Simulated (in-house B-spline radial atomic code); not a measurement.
**F2+: [He] 2s2 2p2 3d1 (an excited or competing configuration)**

Method: Dirac-Hartree-Fock, average of configuration, Fermi nucleus of rms radius 2.8976 fm. Calculated with an all-electron radial atomic-structure program (B-spline basis).

Z_r = [3n² - l(l+1)]/(2<r>); Z_e = n√(-2ε); the last column is Slater's effective charge. Values are occupation-weighted means over j.

| shell | electrons | ε (eV) | <r> (bohr) | Z_r | Z_e | Slater |
| --- | --- | --- | --- | --- | --- | --- |
| 1s | 2 | -787.39 | 0.175 | 8.57 | 7.61 | 8.70 |
| 2s | 2 | -92.753 | 0.8806 | 6.81 | 5.22 | 6.25 |
| 2p | 2 | -76.707 | 0.8246 | 6.06 | 4.75 | 6.25 |
| 3d | 1 | -14.096 | 3.287 | 3.19 | 3.05 | 3.00 |

The least bound orbital is 3d5/2 at -14.1 eV, and it is also the most diffuse (<r> = 3.287 bohr).

Spin-orbit splittings of the orbital energies (j = l + 1/2 above j = l - 1/2 when positive): 2p 0.09379 eV, 3d 0.000399 eV.

For the 1s electron the small component carries 0.0996 % of the norm, the zero-frequency Breit interaction raises the level by 0.2603 eV, self-energy by 0.09923 eV, and vacuum polarisation lowers it by 0.005087 eV.
